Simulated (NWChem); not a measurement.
Program: NWChem. System: diselenium (Se2), charge 0, spin multiplicity 3, at a geometry optimised with UPBE/def2-SVP. Its SCF solution wasn't tested for a lower state. Level: UBLYP/def2-TZVP.

Output (cleaned and shortened):

```
             Northwest Computational Chemistry Package (NWChem) 7.3.0
             --------------------------------------------------------

                                NWChem Input Module
                                -------------------

 Scaling coordinates for geometry "geometry" by  1.889725989
 (inverse scale =  0.529177249)

 Turning off AUTOSYM since
 SYMMETRY directive was detected!

                             Geometry "geometry" -> ""
                             -------------------------

 Output coordinates in angstroms (scale by  1.889725989 to convert to a.u.)

  No.       Tag          Charge          X              Y              Z
 ---- ---------------- ---------- -------------- -------------- --------------
    1 Se                  34.0000     0.00000000     0.00000000     1.09971800
    2 Se                  34.0000     0.00000000     0.00000000    -1.09971800

 Effective nuclear repulsion energy (a.u.)     278.1298932288

            Nuclear Dipole moment (a.u.)
            ----------------------------
        X                 Y               Z
 ---------------- ---------------- ----------------
     0.0000000000     0.0000000000     0.0000000000

      Symmetry information
      --------------------

 Group name             D2h
 Group number             26
 Group order               8
 No. of unique centers     1

      Symmetry unique atoms

     1


 Summary of "ao basis" -> "" (spherical)
 ------------------------------------------------------------------------------
       Tag                 Description            Shells   Functions and Types
 ---------------- ------------------------------  ------  ---------------------
 *                         def2-tzvp                  on all atoms

                                 NWChem DFT Module
                                 -----------------

 Summary of "ao basis" -> "ao basis" (spherical)
 ------------------------------------------------------------------------------
       Tag                 Description            Shells   Functions and Types
 ---------------- ------------------------------  ------  ---------------------
 Se                        def2-tzvp                16       48   6s5p4d1f

 Summary of "ao basis" -> "ao basis" (spherical)
 ------------------------------------------------------------------------------
       Tag                 Description            Shells   Functions and Types
 ---------------- ------------------------------  ------  ---------------------
[...]
 Vector   36  Occ=0.000000D+00  E=-5.636122D-02  Symmetry=b1u
              MO Center=  9.2D-32,  8.0D-32, -6.6D-17, r^2= 4.7D+00
   Bfn.  Coefficient  Atom+Function         Bfn.  Coefficient  Atom+Function
  ----- ------------  ---------------      ----- ------------  ---------------
    21      0.638698  1 Se pz                69      0.638698  2 Se pz
     6     -0.476270  1 Se s                 54      0.476270  2 Se s
    18      0.329701  1 Se pz                66      0.329701  2 Se pz
    15      0.226846  1 Se pz                63      0.226846  2 Se pz
    12     -0.224570  1 Se pz                60     -0.224570  2 Se pz

   alpha - beta orbital overlaps
   -----------------------------

   alpha      1      2      3      4      5      6      7      8      9     10
    beta      1      2      3      4      5      6      7      8      9     10
 overlap   1.000  1.000  1.000  1.000  1.000  1.000  1.000  1.000  1.000  1.000

   alpha     11     12     13     14     15     16     17     18     19     20
    beta     11     12     13     14     16     15     17     18     19     21
 overlap   1.000  1.000  1.000  1.000  1.000  1.000  1.000  1.000  1.000  1.000

   alpha     21     22     23     24     25     26     27     28     29     30
    beta     20     24     23     22     25     26     27     28     29     30
 overlap   1.000  1.000  1.000  1.000  1.000  1.000  1.000  1.000  0.999  1.000

   alpha     31     32     33     34     35     36     37     38     39     40
    beta     31     32     33     35     34     36     37     38     40     39
 overlap   1.000  0.999  0.999  1.000  1.000  1.000  0.999  1.000  0.999  0.999

   alpha     41     42     43     44     45     46     47     48     49     50
    beta     41     42     43     44     46     45     47     48     49     50
 overlap   1.000  1.000  0.998  0.998  1.000  1.000  0.999  1.000  1.000  1.000

   alpha     51     52     53     54     55     56     57     58     59     60
    beta     52     51     53     54     55     56     57     58     59     60
 overlap   1.000  1.000  1.000  1.000  1.000  1.000  1.000  0.997  0.997  1.000

   alpha     61     62     63     64     65     66     67     68     69     70
    beta     61     63     62     65     64     66     67     68     70     69
 overlap   1.000  0.997  0.997  1.000  1.000  1.000  1.000  1.000  0.999  0.999

   alpha     71     72     73     74     75     76     77     78     79     80
    beta     71     72     74     73     75     76     77     78     79     80
 overlap   1.000  1.000  0.999  0.999  1.000  1.000  1.000  1.000  1.000  1.000

   alpha     81     82     83     84     85     86     87     88     89     90
    beta     81     82     83     84     86     85     87     88     89     90
 overlap   1.000  1.000  1.000  1.000  1.000  1.000  1.000  1.000  1.000  1.000

   alpha     91     92     93     94     95     96
    beta     91     92     93     94     95     96
 overlap   1.000  1.000  1.000  1.000  1.000  1.000

     --------------------------
     Expectation value of S2:
     --------------------------
      <S2> =      2.0030 (Exact =     2.0000)

 center of mass
 --------------
 x =   0.00000000 y =   0.00000000 z =   0.00000000

 moments of inertia (a.u.)
 ------------------
         681.660385425285           0.000000000000           0.000000000000
           0.000000000000         681.660385425285           0.000000000000
           0.000000000000           0.000000000000           0.000000000000

     Multipole analysis of the density
     ---------------------------------

     L   x y z        total         alpha         beta         nuclear
     -   - - -        -----         -----         ----         -------
     0   0 0 0     -0.000000    -35.000000    -33.000000     68.000000

     1   1 0 0     -0.000000     -0.000000     -0.000000      0.000000
     1   0 1 0     -0.000000     -0.000000     -0.000000      0.000000
     1   0 0 1      0.000000      0.000000      0.000000      0.000000

     2   2 0 0    -27.406929    -16.046400    -11.360529      0.000000
     2   1 1 0     -0.000000     -0.000000     -0.000000      0.000000
     2   1 0 1      0.000000     -0.000000      0.000000      0.000000
     2   0 2 0    -27.406929    -16.046400    -11.360529      0.000000
     2   0 1 1      0.000000     -0.000000      0.000000      0.000000
     2   0 0 2    -24.983548   -166.260445   -152.399641    293.676538

 Task  times  cpu:        6.4s     wall:        6.4s

 Total times  cpu:        6.4s     wall:        6.4s
```

Task: Write an NWChem input that would produce this output.

Result: One answer among several that fit: 
```
start mol
memory heap 200 mb stack 900 mb global 1100 mb
geometry units angstroms nocenter noautoz
  Se     0.000000     0.000000     1.099718
  Se     0.000000     0.000000    -1.099718
  symmetry group D2h
end
basis spherical
  * library def2-tzvp
end
dft
  xc becke88 lyp
  odft
  mult 3
  semidirect memsize 60000000 filesize 0
  iterations 100
end
task dft energy
```
